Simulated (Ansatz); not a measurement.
C$_{6}$H$_{10}$O$_{2}$ (`CC(=O)C(C)C(C)=O`). Charge 0, multiplicity 1. All single points use the PBE0-D4/def2-TZVP geometry. It is a higher conformer; a search finds a lower one.

```xyz
18

C     0.410    2.112   -0.784
C     0.635    0.636   -0.622
O     1.371    0.015   -1.347
C    -0.089   -0.041    0.534
C     0.779    0.048    1.784
C    -0.457   -1.484    0.203
C    -1.230   -1.711   -1.065
O    -0.157   -2.387    0.939
H     1.124    2.528   -1.492
H    -0.606    2.275   -1.158
H     0.480    2.629    0.176
H    -1.032    0.494    0.706
H     1.723   -0.475    1.624
H     0.991    1.086    2.046
H     0.274   -0.429    2.624
H    -0.532   -1.673   -1.905
H    -1.704   -2.691   -1.037
H    -1.979   -0.932   -1.226
```

Problem. What is the dipole moment at PBE/def2-TZVPP? (An estimate is asked.)

Solution. Ansatz gave: 3.94 D, with components (-2.10, 3.33, 0.01) D in this frame, pointing from negative to positive charge.

Problem. And with r2SCAN, B3LYP, ωB97M-V? (Estimate.)

Solution. Ansatz gave: r2SCAN 4.09 D, B3LYP 4.15 D, ωB97M-V 4.15 D.

Problem. Give the Mulliken charges with PBE, r2SCAN, B3LYP in def2-TZVPP. (An estimate is asked.)

Solution. Ansatz gave: 
| atom | PBE | r2SCAN | B3LYP |
| --- | --- | --- | --- |
| C1 | -0.26 | -0.17 | -0.27 |
| C2 | 0.12 | 0.20 | 0.18 |
| O3 | -0.23 | -0.31 | -0.28 |
| C4 | 0.09 | 0.13 | 0.05 |
| C5 | -0.28 | -0.18 | -0.28 |
| C6 | 0.11 | 0.20 | 0.18 |
| C7 | -0.25 | -0.18 | -0.28 |
| O8 | -0.23 | -0.31 | -0.27 |
| H9 | 0.10 | 0.08 | 0.11 |
| H10 | 0.09 | 0.06 | 0.09 |
| H11 | 0.09 | 0.06 | 0.10 |
| H12 | 0.06 | 0.02 | 0.06 |
| H13 | 0.11 | 0.08 | 0.11 |
| H14 | 0.08 | 0.05 | 0.08 |
| H15 | 0.10 | 0.06 | 0.10 |
| H16 | 0.12 | 0.10 | 0.12 |
| H17 | 0.10 | 0.07 | 0.11 |
| H18 | 0.08 | 0.05 | 0.08 |

B3LYP here is the variant with VWN-RPA as its local correlation; programs differ in this.
